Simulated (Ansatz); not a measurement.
Input file for `CS[SiH2][AlH][NH2]`:

```yaml
crystal:
  periodic: [false, false, false]
  atoms:
    - {symbol: C, position_ang: [-2.026258, -0.445566, 0.080923]}
    - {symbol: S, position_ang: [-1.212704, -1.609479, -1.048423]}
    - {symbol: Si, position_ang: [0.791996, -1.533543, -0.273369]}
    - {symbol: Al, position_ang: [1.572837, 0.770325, -0.563946]}
    - {symbol: N, position_ang: [1.034149, 1.963273, 0.629158]}
    - {symbol: H, position_ang: [-3.060989, -0.355109, -0.248976]}
    - {symbol: H, position_ang: [-2.015119, -0.823651, 1.103674]}
    - {symbol: H, position_ang: [-1.560223, 0.540985, 0.047990]}
    - {symbol: H, position_ang: [0.799603, -2.031445, 1.136901]}
    - {symbol: H, position_ang: [1.531745, -2.524187, -1.104016]}
    - {symbol: H, position_ang: [2.399979, 1.311742, -1.804333]}
    - {symbol: H, position_ang: [0.541577, 1.749840, 1.481493]}
    - {symbol: H, position_ang: [1.223809, 2.952015, 0.577625]}
basis:
  gaussian: {orbitals: def2-SVP}
correlation: {method: ccsd_t}
```

```sh
$ ansatz run in.yaml --threads 4 --pin off --events-out ev --progress --plain
```

Log, shortened:

```
Functional definition: HF
  name "HF"
  cite "Fock, Z. Phys. 61, 126 (1930) doi:10.1007/BF01340294"
  parent pbe
  exchange = exact_x
  correlation = 0
1190 factors; integrals over basis functions are off by at most 1.4e-3 eV
mean field evaluation 1: about -27889.2016 eV, gradient 3.7e1 eV
mean field evaluation 2: about -27889.2073 eV, gradient 3.7e1 eV
mean field evaluation 4: about -27892.7723 eV, gradient 3.4e0 eV
mean field evaluation 8: about -27892.8249 eV, gradient 1.4e-4 eV
mean field -27892.82494683 eV, -1025.0424103602 hartree, gradient 2.7e-6 eV, S^2 0.000000; 0 other end points of the search recorded, 0 dependent functions left out
17 core orbitals not correlated: weight in the atoms' cores, before any rotation towards them, 1.000 or more for the frozen orbitals, at most 0.000 for the correlated occupied ones
reference -27892.82494683 eV, -1025.0424103602 hartree; 15, 15 occupied and 90, 90 virtual orbitals, 1190 factors
second order -16.60706244 eV of doubles, -0.00000000 eV of singles
cycle   1  -17.86018945 eV  change    -1.3e0 eV  update   1.0e-1
cycle   2  -18.40674096 eV  change   -5.5e-1 eV  update   3.2e-2
cycle   3  -18.50089687 eV  change   -9.4e-2 eV  update   1.6e-2
cycle   4  -18.49695197 eV  change    3.9e-3 eV  update   5.1e-3
cycle   5  -18.49578975 eV  change    1.2e-3 eV  update   2.4e-3
cycle   6  -18.49569617 eV  change    9.4e-5 eV  update   8.1e-4
cycle   7  -18.49548768 eV  change    2.1e-4 eV  update   2.8e-4
cycle   8  -18.49549925 eV  change   -1.2e-5 eV  update   9.8e-5
cycle   9  -18.49551986 eV  change   -2.1e-5 eV  update   2.9e-5
perturbative correction -0.53070303 eV, -0.0195029766 hartree
Total energy: -27911.85116972 eV, -1025.7416111550 hartree
```

Hardware: 4 threads of a server CPU on a shared host. Wall time 6 s, peak host memory 0.62 GiB.

Correlation energy per correlated electron: -0.634 eV. T1 diagnostic: 0.0131.
